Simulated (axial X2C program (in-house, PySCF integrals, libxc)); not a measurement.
**Outer orbitals of InBr at 2.570 Å, BHandHLYP**

All values were computed with an in-house all-electron X2C program for linear molecules (integrals from PySCF). Spin-free means the one-electron spin-free X2C Hamiltonian; two-component (2c) means X2C with spin–orbit coupling and atomic mean-field two-electron Coulomb and Gaunt terms, so the difference of the two also holds small scalar two-electron terms. Basis: In dyall-cv3z [11s12p9d4f1g], Br dyall-cv3z [8s9p6d4f1g] (cores contracted in-house); Gaussian nuclei, density fitting, unrestricted open shells. Masses: In 114.904 u, Br 78.918 u.

The distance is close to the 2c PBE0 minimum; the highest filled and lowest empty levels are listed.

Spin-free orbitals, state M_S = 0, Λ = 0 (closed shell) (Löwdin shares):

```tsv
symmetry	occupied	ε (eV)	atomic character
σα	yes	-24.31	83% In d, 15% Br s
δ-α	yes	-24.12	100% In d
δ+α	yes	-24.12	100% In d
π-α	yes	-24.00	100% In d
π+α	yes	-24.00	100% In d
σα	yes	-22.68	71% Br s, 21% In d, 5% In p
σα	yes	-11.55	52% In s, 44% Br p, 2% Br s
π+α	yes	-8.79	91% Br p, 4% In p, 3% In d
π-α	yes	-8.79	91% Br p, 4% In p, 3% In d
σα	yes	-7.92	39% Br p, 37% In s, 21% In p
π+α	no	-1.29	93% In p, 4% Br p
π-α	no	-1.29	93% In p, 4% Br p
σα	no	0.31	74% In p, 11% In d, 5% Br p
σα	no	1.79	91% In s, 3% In d, 3% Br d
```

One partner of each degenerate Kramers or spin pair is listed.

Spinors with spin–orbit coupling (state Ω = 0):

| ω | occupied | ε (eV) | atomic character | λ mixture |
| --- | --- | --- | --- | --- |
| 1/2 | yes | -24.64 | 93% In d, 6% Br s | 58% σ, 42% π |
| 3/2 | yes | -24.62 | 100% In d | 84% δ, 16% π |
| 1/2 | yes | -23.88 | 86% In d, 12% Br s | 57% π, 43% σ |
| 5/2 | yes | -23.78 | 100% In d | 100% δ |
| 3/2 | yes | -23.67 | 100% In d | 84% π, 16% δ |
| 1/2 | yes | -22.67 | 67% Br s, 25% In d, 5% In p | 98% σ, 2% π |
| 1/2 | yes | -11.56 | 51% In s, 44% Br p, 2% Br s | 100% σ |
| 1/2 | yes | -8.98 | 90% Br p, 4% In p, 3% In d | 97% π, 3% σ |
| 3/2 | yes | -8.63 | 91% Br p, 5% In p, 3% In d | 100% π |
| 1/2 | yes | -7.89 | 40% Br p, 35% In s, 21% In p | 98% σ, 2% π |
| 1/2 | no | -1.37 | 93% In p, 4% Br p | 100% π |
| 3/2 | no | -1.19 | 93% In p, 4% Br p | 100% π |
| 1/2 | no | 0.31 | 75% In p, 11% In d, 5% Br p | 100% σ |
| 1/2 | no | 1.79 | 91% In s, 3% In d, 3% Br d | 100% σ |

One partner of each degenerate Kramers or spin pair is listed.

Q: How does the gap between the highest filled and lowest empty level change from the spin-free to the 2c table?

A: From 6.63 to 6.52 eV at BHandHLYP, a change of -0.11 eV.

Mulliken charges and populations of the two-component result (they depend on the basis, above all on diffuse functions):

In 0.48 e (s 9.94 p 18.51 d 20.06 f 0.01), Br -0.48 e (s 7.98 p 17.48 d 10.02).

Occupations by symmetry block were frozen at the best pattern of an incomplete PBE0 search.
